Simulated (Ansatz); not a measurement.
Reaction (redistribution): `B[CH2][SnH3]` + `B[SiH](Cl)BN` → `B[SiH](Cl)[SnH3]` + `BCBN`

Isolated molecules relaxed with PBE0-D4/def2-TZVP in Ansatz; ΔE leaves out vibrations. CCSD(T)/CBS is the MP2 limit (def2-TZVPP, def2-QZVPP) plus CCSD(T) − MP2 in def2-TZVPP, frozen cores. Functionals use def2-TZVPP. B3LYP here is the variant with VWN-RPA as its local correlation; programs differ in this. HSE06 is defined as in plane-wave codes. def2 core potentials past Kr. For Sn outer-core shells are correlated without core-valence functions, which leaves a few kJ/mol of doubt a bond. Each species was taken in one conformer, which may not be the lowest.

`B[CH2][SnH3]`:

```xyz
10

B     0.883    1.179   -0.311
C     0.016    0.680    0.825
Sn   -0.599   -1.155   -0.236
H     2.030    0.839   -0.396
H     0.409    1.841   -1.193
H    -0.930    1.179    1.032
H     0.490    0.301    1.729
H    -0.099   -2.476    0.717
H     0.096   -1.279   -1.788
H    -2.297   -1.108   -0.378
```

`B[SiH](Cl)BN`:

```xyz
11

B     2.154   -0.153    0.664
Si    0.375   -0.880    0.132
Cl    0.345   -1.518   -1.862
B    -1.080    0.508    0.330
N    -1.776    0.884   -0.801
H     3.027    0.085   -0.115
H     2.341    0.106    1.818
H     0.072   -2.087    0.957
H    -1.348    1.012    1.383
H    -2.520    1.562   -0.799
H    -1.590    0.481   -1.708
```

`B[SiH](Cl)[SnH3]`:

Z-matrix (Å, degrees):
```
Sn
Si 1 2.853
B 1 2.483 2 40.4
H 1 1.709 2 101.5 3 116.0
H 1 1.702 2 132.1 3 -12.8
H 1 1.710 2 95.2 3 -133.7
Cl 2 2.041 1 107.9 3 121.7
H 2 1.483 1 99.5 3 -127.2
H 3 1.199 1 95.8 2 114.4
H 3 1.193 1 101.1 2 -120.3
```

`BCBN`:

Z-matrix (Å, degrees):
```
C
B 1 1.588
B 1 1.539 2 103.0
H 1 1.095 2 106.0 3 117.6
H 1 1.093 2 110.4 3 -121.9
N 2 1.390 1 121.1 3 95.3
H 2 1.198 1 121.2 3 -83.1
H 3 1.200 1 120.9 2 -97.3
H 3 1.199 1 120.8 2 78.6
H 6 1.005 2 122.9 1 179.8
H 6 1.007 2 123.4 1 0.6
```

```json
{"level": "LDA (SPW92)", "ΔE (kJ/mol)": "-73.9", "difference from CCSD(T)/CBS": "-40.5"}
{"level": "PBE-D4", "ΔE (kJ/mol)": "-56.5", "difference from CCSD(T)/CBS": "-23.1"}
{"level": "revPBE-D4", "ΔE (kJ/mol)": "-50.9", "difference from CCSD(T)/CBS": "-17.5"}
{"level": "BLYP-D4", "ΔE (kJ/mol)": "-41.1", "difference from CCSD(T)/CBS": "-7.7"}
{"level": "r2SCAN-D4", "ΔE (kJ/mol)": "-49.2", "difference from CCSD(T)/CBS": "-15.8"}
{"level": "B97M-V", "ΔE (kJ/mol)": "-44.4", "difference from CCSD(T)/CBS": "-11.0"}
{"level": "PBE0-D4", "ΔE (kJ/mol)": "-47.1", "difference from CCSD(T)/CBS": "-13.7"}
{"level": "B3LYP-D4", "ΔE (kJ/mol)": "-35.5", "difference from CCSD(T)/CBS": "-2.1"}
{"level": "r2SCANh-D4", "ΔE (kJ/mol)": "-47.4", "difference from CCSD(T)/CBS": "-14.0"}
{"level": "r2SCAN0-D4", "ΔE (kJ/mol)": "-44.5", "difference from CCSD(T)/CBS": "-11.1"}
{"level": "BHLYP-D4", "ΔE (kJ/mol)": "-23.3", "difference from CCSD(T)/CBS": "10.1"}
{"level": "CAM-B3LYP-D4", "ΔE (kJ/mol)": "-29.7", "difference from CCSD(T)/CBS": "3.7"}
{"level": "ωB97X-V", "ΔE (kJ/mol)": "-26.4", "difference from CCSD(T)/CBS": "7.0"}
{"level": "ωB97M-V", "ΔE (kJ/mol)": "-40.4", "difference from CCSD(T)/CBS": "-7.0"}
{"level": "PBE-QIDH", "ΔE (kJ/mol)": "-40.2", "difference from CCSD(T)/CBS": "-6.8"}
{"level": "PBE", "ΔE (kJ/mol)": "-55.8", "difference from CCSD(T)/CBS": "-22.4"}
{"level": "revPBE", "ΔE (kJ/mol)": "-49.4", "difference from CCSD(T)/CBS": "-16.0"}
{"level": "BLYP", "ΔE (kJ/mol)": "-39.9", "difference from CCSD(T)/CBS": "-6.5"}
{"level": "r2SCAN", "ΔE (kJ/mol)": "-49.2", "difference from CCSD(T)/CBS": "-15.8"}
{"level": "PBE0", "ΔE (kJ/mol)": "-46.5", "difference from CCSD(T)/CBS": "-13.1"}
{"level": "r2SCANh", "ΔE (kJ/mol)": "-47.3", "difference from CCSD(T)/CBS": "-13.9"}
{"level": "r2SCAN0", "ΔE (kJ/mol)": "-44.3", "difference from CCSD(T)/CBS": "-10.9"}
{"level": "HSE06", "ΔE (kJ/mol)": "-46.9", "difference from CCSD(T)/CBS": "-13.5"}
{"level": "BHLYP", "ΔE (kJ/mol)": "-21.2", "difference from CCSD(T)/CBS": "12.2"}
{"level": "CAM-B3LYP", "ΔE (kJ/mol)": "-29.0", "difference from CCSD(T)/CBS": "4.4"}
{"level": "LC-ωPBE", "ΔE (kJ/mol)": "-32.8", "difference from CCSD(T)/CBS": "0.6"}
{"level": "RPA@PBE/def2-TZVPP", "ΔE (kJ/mol)": "-28.8", "difference from CCSD(T)/CBS": "4.6"}
{"level": "HF/def2-SVP", "ΔE (kJ/mol)": "7.2", "difference from CCSD(T)/CBS": "40.6"}
{"level": "CCSD/def2-SVP", "ΔE (kJ/mol)": "-30.6", "difference from CCSD(T)/CBS": "2.8"}
{"level": "CCSD(T)/def2-SVP", "ΔE (kJ/mol)": "-36.9", "difference from CCSD(T)/CBS": "-3.5"}
{"level": "HF/def2-TZVPP", "ΔE (kJ/mol)": "11.7", "difference from CCSD(T)/CBS": "45.1"}
{"level": "MP2/def2-TZVPP", "ΔE (kJ/mol)": "-41.8", "difference from CCSD(T)/CBS": "-8.4"}
{"level": "SCS-MP2/def2-TZVPP", "ΔE (kJ/mol)": "-29.0", "difference from CCSD(T)/CBS": "4.4"}
{"level": "CCSD/def2-TZVPP", "ΔE (kJ/mol)": "-23.9", "difference from CCSD(T)/CBS": "9.5"}
{"level": "CCSD(T)/def2-TZVPP", "ΔE (kJ/mol)": "-31.4", "difference from CCSD(T)/CBS": "2.0"}
{"level": "HF/def2-QZVPP", "ΔE (kJ/mol)": "11.8", "difference from CCSD(T)/CBS": "45.2"}
{"level": "MP2/def2-QZVPP", "ΔE (kJ/mol)": "-42.9", "difference from CCSD(T)/CBS": "-9.5"}
{"level": "HF/CBS(def2)", "ΔE (kJ/mol)": "11.9", "difference from CCSD(T)/CBS": "45.3"}
{"level": "MP2/CBS(def2)", "ΔE (kJ/mol)": "-43.9", "difference from CCSD(T)/CBS": "-10.5"}
{"level": "CCSD/CBS(def2)", "ΔE (kJ/mol)": "-26.0", "difference from CCSD(T)/CBS": "7.4"}
{"level": "CCSD(T)/CBS", "ΔE (kJ/mol)": "-33.4", "difference from CCSD(T)/CBS": "0"}
```

Largest T1 diagnostic among the species: 0.013.

From BLYP to BHLYP (50 % exact exchange), in def2-TZVPP and without D4, ΔE moves by +18.7 kJ/mol. Leaving LDA and LC-ωPBE aside and taking each functional with its dispersion term where it has one, the values spread over 33.2 kJ/mol, from PBE-D4 to BHLYP-D4. LDA lies −18.1 kJ/mol from PBE without D4. In def2-TZVPP, CCSD(T) changes the Hartree–Fock value by −43.1 kJ/mol (the triples alone add −7.5 kJ/mol) and MP2 by −53.5 kJ/mol.
